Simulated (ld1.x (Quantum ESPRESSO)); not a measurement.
## Cl, RRKJ: configuration errors across variants

* Element: chlorine
* Generator: ld1.x (Quantum ESPRESSO) 7.5
* Type: norm-conserving RRKJ (Kleinman–Bylander form)
* Functional: PBEsol
* Relativity: non-relativistic
* Frozen core: [Ne]
* Valence charge: 7
* Reference configuration: 3s2 3p4 (charge +1)
* Partial waves: 3s (bound): rc 1.10 bohr; 3p (bound): rc 1.05 bohr; 3d channel at 0.25 Ry: rc 1.00 bohr
* Local potential: the d channel
* Core correction: a·sin(br)/r model core, default radius (core density twice the valence density)
* rho0: 0.001

All-electron excitation energies from the reference (eV): (1) 3s2 3p5 -13.851; (2) 3s2 3p3 25.410; (3) 3s2 3p4.5 -8.279; (4) 3s2 3p5.3 -15.983; (5) 3s1 3p5 12.478.

The default core radius of the base comes out at 0.79 bohr.

Tests that are not counted but printed errors over 1 eV. “base”: 3s2 3p2 (solver errors, printed error -3.7 eV); 3s2 3p1 (solver errors, printed error -16.2 eV). “core correction none”: 3s2 3p2 (solver errors, printed error -25.4 eV); 3s2 3p1 (solver errors, printed error -91.7 eV). “wave 3s (bound): rc 1.10 bohr becomes 3s (bound): rc 1.34 bohr”: 3s2 3p2 (solver errors, printed error -30.3 eV); 3s2 3p1 (solver errors, printed error -15.5 eV). “wave 3d channel at 0.25 Ry: rc 1.00 bohr becomes 3d channel at 0.25 Ry: rc 0.74 bohr”: 3s2 3p1 (solver errors, printed error -68.4 eV). “wave 3d channel at 0.25 Ry: rc 1.00 bohr becomes 3d channel at 0.11 Ry: rc 1.00 bohr”: 3s2 3p3 (solver errors, printed error -364 eV); 3s2 3p2 (solver errors, printed error -119 eV); 1 more.

4 further variants failed, have other tests or another functional or relativity, and are left out.

A true bound ghost makes a file unfit for plane-wave use even where its test errors are small: the radial tests pick states by their node count and pass the ghost by. Where a test does run into it, the solver fails or the error is huge.

Errors AE − PS in meV (a dash: test not solved or not reliable):

```csv
change,(1),(2),(3),(4),(5),bound ghosts
base,+4.9,+8.1,+1.4,+7.4,+2.1,s
"all radii but the core radius scaled by about 1.30 (s 1.42, p 1.36, d 1.30 bohr)",+5.4,+14,+1.7,+7.7,+1.4,none
core correction none,+4.7,+9.1,+1.4,+7.0,+5.5,s
wave 3s (bound): rc 1.10 bohr becomes 3s (bound): rc 1.34 bohr,+5.2,+8.8,+1.5,+7.8,+4.6,s
"type PAW; waves now 3s (bound): rcut 0.95, rcutus 1.10 bohr; 3s channel at 0.75 Ry: rcut 0.95, rcutus 1.10 bohr; 3p (bound): rcut 0.90, rcutus 1.05 bohr; 3p channel at -0.85 Ry: rcut 0.90, rcutus 1.05 bohr; 3d channel at 0.25 Ry: rc 1.00 bohr; augmentation BESSEL, radius 1.05 bohr; rho0 0",-0.9,-3.4,-0.3,-1.1,-0.2,"s, p"
local potential the s channel,+5.0,+11,+1.5,+7.2,+1.6,none
wave 3d channel at 0.25 Ry: rc 1.00 bohr becomes 3d channel at 0.25 Ry: rc 0.74 bohr,+7.8,+15,+2.3,+12,+2.5,s
wave 3d channel at 0.25 Ry: rc 1.00 bohr becomes 3d channel at 0.11 Ry: rc 1.00 bohr,+4.9,–,+1.4,+7.4,+2.1,s
```

Question: Give the same row for: all radii but the core radius scaled by about 1.33 (s 1.46, p 1.40, d 1.34 bohr).

Answer: +5.2, +13, +1.6, +7.4, +1.2; bound ghosts: none.
